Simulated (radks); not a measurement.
Isoelectronic series with 13 electrons, each ion in its NIST ground configuration. Method: non-relativistic Kohn-Sham, LDA (Slater exchange, Perdew-Wang correlation), spin-polarised, spherical densities, point nucleus; open shells are filled with parallel spins first; computed with a radial shooting solver on a logarithmic mesh with Libxc functionals. Total energies (hartree) and mean radii <r> (bohr) (* marks an orbital that is empty in some or all of the ions):

ion    configuration  E (hartree)  3p down*   3p up  3s down   3s up  2p down
Al      [Ne] 3s2 3p1   -241.31661     3.508   3.391    2.544   2.537   0.6049
Si+     [Ne] 3s2 3p1   -287.91394     2.471   2.434    2.062   2.054   0.5385
P2+     [Ne] 3s2 3p1   -338.88283     1.976   1.957    1.749   1.743   0.4854
S3+     [Ne] 3s2 3p1   -394.20897     1.666   1.654    1.526   1.521   0.4420
Cl4+    [Ne] 3s2 3p1   -453.88478     1.447   1.439    1.358   1.354   0.4057
Ar5+    [Ne] 3s2 3p1   -517.90566     1.284   1.278    1.225   1.221   0.3750
K6+     [Ne] 3s2 3p1   -586.26866     1.156   1.151    1.117   1.114   0.3486
Ca7+    [Ne] 3s2 3p1   -658.97171     1.052   1.048    1.028   1.025   0.3258
Sc8+    [Ne] 3s2 3p1   -736.01337    0.9660  0.9631   0.9519  0.9497   0.3057
Ti9+    [Ne] 3s2 3p1   -817.39256    0.8937  0.8913   0.8870  0.8851   0.2880
V10+    [Ne] 3s2 3p1   -903.10850    0.8318  0.8298   0.8306  0.8289   0.2722
Cr11+   [Ne] 3s2 3p1   -993.16056    0.7782  0.7764   0.7811  0.7796   0.2581
Mn12+   [Ne] 3s2 3p1  -1087.54826    0.7312  0.7297   0.7374  0.7360   0.2454
Fe13+   [Ne] 3s2 3p1  -1186.27122    0.6898  0.6884   0.6983  0.6971   0.2339
Co14+   [Ne] 3s2 3p1  -1289.32913    0.6528  0.6517   0.6633  0.6622   0.2234
Ni15+   [Ne] 3s2 3p1  -1396.72175    0.6197  0.6187   0.6317  0.6307   0.2138
Cu16+   [Ne] 3s2 3p1  -1508.44888    0.5899  0.5890   0.6030  0.6021   0.2050
Zn17+   [Ne] 3s2 3p1  -1624.51035    0.5629  0.5620   0.5769  0.5760   0.1969
Ga18+   [Ne] 3s2 3p1  -1744.90602    0.5382  0.5375   0.5529  0.5521   0.1894
Ge19+   [Ne] 3s2 3p1  -1869.63577    0.5157  0.5150   0.5309  0.5302   0.1825
As20+   [Ne] 3s2 3p1  -1998.69950    0.4950  0.4943   0.5106  0.5099   0.1761
Se21+   [Ne] 3s2 3p1  -2132.09714    0.4759  0.4753   0.4918  0.4911   0.1701
Br22+   [Ne] 3s2 3p1  -2269.82860    0.4582  0.4577   0.4743  0.4737   0.1645
